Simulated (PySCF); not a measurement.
## Telling isomers of C4H15NOSi3 apart by NMR

Level of theory: σ from GIAO-PBE0/pcSseg-1, geometry: GFN2-xTB, in PySCF (no relativistic terms, one computed conformer, in vacuum, averaged over atoms made equivalent by symmetry, fast rotation or ring inversion).

δ = σ(ref) − σ, references computed at the same level: TMS for $^{1}$H (31.72 ppm), $^{13}$C (186.93 ppm). Where no couplings were computed, multiplicities follow the n + 1 count of equivalent neighbours, and m marks all less simple cases (inequivalent or close neighbours, rings, F or P nearby). Shifts are as computed. Against solution values, carbons near 30 ppm lie about +3 ppm off and those near 130 ppm about +5 ppm. Of 1211 compounds with measured shifts, 218 miss one by over three times the rms of a fit or turn the order of signals round; such compounds aren't used in these exercises. OH and NH positions are gas-phase values without hydrogen bonding to other molecules.

(1) Tabulate the signals of `CC(C)C(=O)[SiH2]N([SiH3])[SiH3]`, `CN[Si@@H]1C[SiH2]C[Si@@H](O)C1`, `C/C(=C\N([SiH3])[SiH3])CO[SiH3]` and their relative energies.

(2) What is the quickest way to tell CC(C)C(=O)[SiH2]N([SiH3])[SiH3] from C/C(=C\N([SiH3])[SiH3])CO[SiH3]?

(3) What is the quickest way to tell CC(C)C(=O)[SiH2]N([SiH3])[SiH3] from CN[Si@@H]1C[SiH2]C[Si@@H](O)C1?

(4) What is the quickest way to tell CN[Si@@H]1C[SiH2]C[Si@@H](O)C1 from C/C(=C\N([SiH3])[SiH3])CO[SiH3]?

## Answers

(1) 
```json
{"SMILES": "CC(C)C(=O)[SiH2]N([SiH3])[SiH3]", "carbon types": "1×C 1×CH 2×CH3", "δC": "255.3, 51.6, 18.4", "δH": "5.17 (s, 2H), 4.87 (s, 6H), 2.60 (sept, 1H), 1.16 (d, 6H)", "E rel. (kcal/mol)": "50.0"}
{"SMILES": "CN[Si@@H]1C[SiH2]C[Si@@H](O)C1", "carbon types": "3×CH2 1×CH3", "δC": "30.8, 1.7, -0.2, -3.9", "δH": "5.71 (m, 1H), 5.32 (m, 1H), 4.62 (m, 1H), 4.41 (m, 1H), 2.75 (s, 3H), 0.89 (br s, 1H), 0.73 (m, 1H), -0.14 (m, 1H), -0.14 (m, 1H), -0.18 (m, 1H), -0.22 (br s, 1H), -0.38 (m, 1H), -0.66 (m, 1H)", "E rel. (kcal/mol)": "0.0"}
{"SMILES": "C/C(=C\\N([SiH3])[SiH3])CO[SiH3]", "carbon types": "1×C 1×CH 1×CH2 1×CH3", "δC": "137.4, 126.1, 71.6, 15.7", "δH": "6.43 (s, 1H), 4.95 (s, 3H), 4.81 (s, 6H), 4.32 (s, 2H), 1.73 (s, 3H)", "E rel. (kcal/mol)": "69.3"}
```

Energies are electronic energies at PBE0/pcSseg-1 on these geometries, without zero-point or thermal terms, each for the one conformer computed, which needn't be the lowest.

(2) Count the carbon signals: 3 against 4. The first has a carbonyl carbon (C) at 255.3 ppm, the second an alkene carbon bearing nitrogen (CH) at 137.4 ppm. In the proton spectra the most deshielded non-exchanging signals are 5.17 (s, 2H) and 6.43 (s, 1H).

(3) Count the carbon signals: 3 against 4. The first has a carbonyl carbon (C) at 255.3 ppm, the second an sp3 CH2 bonded to 2 Si at 1.7 ppm. Their most deshielded carbons lie at 255.3 and 30.8 ppm. In the proton spectra the most deshielded non-exchanging signals are 5.17 (s, 2H) and 5.71 (m, 1H).

(4) Both give the same number of carbon signals, but DEPT or the intensities differ. The first has an sp3 CH2 bonded to 2 Si at 1.7 ppm, the second an alkene carbon bearing nitrogen (CH) at 137.4 ppm. Their most deshielded carbons lie at 30.8 and 137.4 ppm. In the proton spectra the most deshielded non-exchanging signals are 5.71 (m, 1H) and 6.43 (s, 1H).
